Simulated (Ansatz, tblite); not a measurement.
Cost and result up the ladder for [NbO2Cl2]- (NbCl₂O₂⁻) (5 atoms). The state is a singlet with charge -1. Geometry: PBE0-D4/def2-SVPD.

```xyz
5

Nb   -0.1307    0.0175    0.0343
O    -0.8222   -0.2121    1.5995
O    -1.4107    0.5142   -1.0125
Cl    0.8102   -2.0522   -0.7521
Cl    1.5533    1.7326    0.1308
```

Ansatz on 4 threads of Arm Neoverse V1 on a shared host; xTB runs through tblite on one thread. Times are rough, summed over both states, and most runs start from the orbitals of an earlier one. PBE0-D4/def2-TZVPD serves as the yardstick here, not as an exact answer. The other state is a triplet.

In the def2 sets Nb takes a core potential; there is no spin–orbit coupling. The xTB rows come from tblite.

xTB has no spin-polarisation term.

```json
{"level": "GFN1-xTB", "functions": "35", "wall time": "0.012 s"}
{"level": "GFN2-xTB", "functions": "35", "wall time": "0.012 s"}
{"level": "PBE-D4/def2-TZVPD", "functions": "212", "wall time": "9.9 s"}
{"level": "PBE0-D4/def2-TZVPD (with forces)", "functions": "212", "wall time": "15 s"}
{"level": "r2SCAN-D4/def2-TZVPD", "functions": "212", "wall time": "17 s"}
```

**Question.** Estimate what each level gives for the vertical triplet (eV).

**Answer.** 
```json
{"level": "GFN1-xTB", "vertical triplet (eV)": "3.52", "difference from PBE0-D4/def2-TZVPD (eV)": "-0.67", "remarks": "–"}
{"level": "GFN2-xTB", "vertical triplet (eV)": "3.50", "difference from PBE0-D4/def2-TZVPD (eV)": "-0.69", "remarks": "–"}
{"level": "PBE-D4/def2-TZVPD", "vertical triplet (eV)": "4.32", "difference from PBE0-D4/def2-TZVPD (eV)": "0.13", "remarks": "HOMO above zero (triplet)"}
{"level": "PBE0-D4/def2-TZVPD (with forces)", "vertical triplet (eV)": "4.19", "difference from PBE0-D4/def2-TZVPD (eV)": "0.00", "remarks": "HOMO above zero (triplet)"}
{"level": "r2SCAN-D4/def2-TZVPD", "vertical triplet (eV)": "4.31", "difference from PBE0-D4/def2-TZVPD (eV)": "0.12", "remarks": "HOMO above zero (triplet)"}
```
